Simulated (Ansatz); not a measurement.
`CCB(N)S` + `O=C[SiH](O)O` → `CCBS` + `N[Si](O)(O)C=O`  (redistribution)

Gas-phase electronic energies from Ansatz, PBE0-D4/def2-TZVP geometries. CBS: MP2 limit from def2 TZ/QZ plus the TZ coupled-cluster correction, frozen cores. This one scheme is used for every species. DFT in def2-TZVPP. One conformer a species, not always the lowest.

| species | ωB97X-V energy (Eh) |
| --- | --- |
| `CCB(N)S` | -558.88034 |
| `O=C[SiH](O)O` | -555.74955 |
| `CCBS` | -503.45649 |
| `N[Si](O)(O)C=O` | -611.15957 |

Task: Work out ΔE.

Result: ΔE = (-503.45649) + (-611.15957) − (-558.88034) − (-555.74955) = 0.01383 Eh = +36.3 kJ/mol. CCSD(T)/CBS gives +34.8 kJ/mol.

Largest T1 diagnostic among the species: 0.014.

At CCSD(T), def2-SVP lies +20.1 kJ/mol from the extrapolated value and def2-TZVPP +1.1 kJ/mol. In def2-TZVPP, CCSD(T) changes the Hartree–Fock value by +7.5 kJ/mol (the triples alone add +1.4 kJ/mol) and MP2 by +9.0 kJ/mol. Leaving LDA and LC-ωPBE aside and taking each functional with its dispersion term where it has one, the values, not all of them listed here, spread over 6.6 kJ/mol, from BHLYP-D4 to PBE-D4. LDA lies +6.2 kJ/mol from PBE without D4.
